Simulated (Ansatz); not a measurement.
Geometry optimisation, RKS PBE/def2-SVP in Ansatz 0.2.0.

Input:

```yaml
crystal:
  periodic: [false, false, false]
  atoms:
    - { symbol: B, position_ang: [0.057702, -0.236753, 0.06665] }
    - { symbol: Cl, position_ang: [-0.094691, -0.784846, 1.803832] }
    - { symbol: Cl, position_ang: [1.560059, -0.535301, -0.778923] }
    - { symbol: H, position_ang: [-0.924195, 0.155824, -0.507376] }
    - { symbol: S, position_ang: [0.471234, 2.664101, 1.040536] }
    - { symbol: H, position_ang: [1.749908, 2.211044, 1.183261] }
    - { symbol: H, position_ang: [0.032583, 1.778132, 2.01042] }
basis:
  gaussian: { orbitals: def2-SVP }
hamiltonian:
  xc: pbe
relax:
  f_tol: 0.03
  max_steps: 50
```

Command:

```bash
$ ansatz run input.yaml --threads 2 --pin off --max-ram 3072MiB --backend cpu --events-out ev --progress --plain --runs-dir out
```

Question: Where does it end, and by what steps?

Answer: The run converged. After 18 steps the energy has fallen by 0.131 eV; S5 moved furthest, 0.64 Å. Joined: B1–S5 (3.09 → 2.18 Å).

```csv
step,energy less start (eV),largest force component (eV/Å),accepted
0,0.0000,0.942,yes
1,-0.0185,0.668,yes
2,-0.0378,0.697,yes
3,-0.0572,0.215,yes
4,-0.0644,0.148,yes
5,-0.0690,0.104,yes
6,-0.0729,0.166,yes
7,-0.0515,1.010,no
8,-0.0800,0.126,yes
9,-0.0832,0.268,yes
10,-0.0873,0.317,yes
11,-0.0964,0.244,yes
12,-0.0919,0.379,no
13,-0.1089,0.180,yes
14,-0.1179,0.295,yes
15,-0.1259,0.198,yes
16,-0.1290,0.117,yes
17,-0.1313,0.053,yes
18,-0.1315,0.016,yes
```

```xyz
7
Properties=species:S:1:pos:R:3
B 0.128 0.045 0.205
Cl 0.123 -0.885 1.764
Cl 1.488 -0.311 -0.945
H -0.962 0.235 -0.300
S 0.582 2.103 0.745
H 1.695 1.840 1.492
H -0.202 2.226 1.858
```

Whether the end is a true minimum wasn't checked by a vibrational analysis.

The run took 24 s on 2 threads of Intel(R) Xeon(R) Platinum 8259CL CPU @ 2.50GHz (Skylake/Cascade Lake), on a shared host, peak memory 0.14 GiB.
